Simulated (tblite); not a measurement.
C5H9FOSi.
Numbering: `[CH3:1][O:2][SiH2:3]/[CH:4]=[CH:5]\[CH:6]=[CH:7]\[F:8]` (hydrogens: H9, H10, H11 on C1; H12, H13 on Si3; H14 on C4; H15 on C5; H16 on C6; H17 on C7)

The geometry is computed with GFN2-xTB (gas phase).

Give the optimised bond lengths and angles.

| bond | length (Å) |
| --- | --- |
| C1–O2 | 1.394 |
| O2–Si3 | 1.623 |
| Si3–C4 | 1.889 |
| C4=C5 | 1.337 |
| C5–C6 | 1.440 |
| C6=C7 | 1.328 |
| C7–F8 | 1.342 |
| C1–H9, C1–H10, C1–H11 | 1.092 |
| Si3–H12 | 1.456 |
| Si3–H13 | 1.471 |
| C4–H14 | 1.085 |
| C5–H15 | 1.085 |
| C6–H16 | 1.079 |
| C7–H17 | 1.081 |

Bonds in one row agree within 0.01 Å and their mean is given. A selection of angles:
| angle | degrees |
| --- | --- |
| O2–C1–H9 | 108.0 |
| O2–C1–H10 | 110.9 |
| H9–C1–H10 | 109.1 |
| C1–O2–Si3 | 130.2 |
| O2–Si3–C4 | 111.2 |
| O2–Si3–H12 | 98.0 |
| O2–Si3–H13 | 111.2 |
| C4–Si3–H12 | 113.8 |
| C4–Si3–H13 | 108.4 |
| H12–Si3–H13 | 114.0 |
| Si3–C4–C5 | 126.6 |
| Si3–C4–H14 | 116.7 |
| C5–C4–H14 | 116.6 |
| C4–C5–C6 | 123.9 |
| C4–C5–H15 | 120.7 |
| C6–C5–H15 | 115.4 |
| C5–C6–C7 | 122.6 |
| C5–C6–H16 | 117.5 |
| C7–C6–H16 | 119.8 |
| C6–C7–F8 | 121.9 |
| C6–C7–H17 | 126.2 |
| F8–C7–H17 | 111.9 |

Dihedral angles: C1–O2–Si3–C4 63° (synclinal); O2–Si3–C4–C5 171° (antiperiplanar); Si3–C4–C5–C6 1° (synperiplanar); C4–C5–C6–C7 180° (antiperiplanar); C5–C6–C7–F8 180° (antiperiplanar). The mirror-image conformer, all signs reversed, is as good.

The 3 C–C bonds span 1.328 Å (C6=C7, drawn double) to 1.440 Å (C5–C6, drawn single), a spread of 0.112 Å. Of the pairs four or more bonds apart, Si3···H16 is among the closest relative to their van der Waals radii: 2.82 Å, 86 % of the sum of Bondi's values. Si3 (oxygen-bound silicon) is distorted tetrahedral (angles from 98.0° to 114.0°).

Point group: C1 (no symmetry element, even within 0.4 Å). Its GFN2-xTB frequencies are all real (lowest 29 cm⁻¹). The numbers are those of one conformer. 3 starts were optimised and ended at 0.00, 0.27 and 0.69 kcal/mol (GFN2-xTB); the lowest of these is shown.

The run took 2.6 s on an Arm Neoverse N1 with one thread (shared host). This is the geometry optimisation.
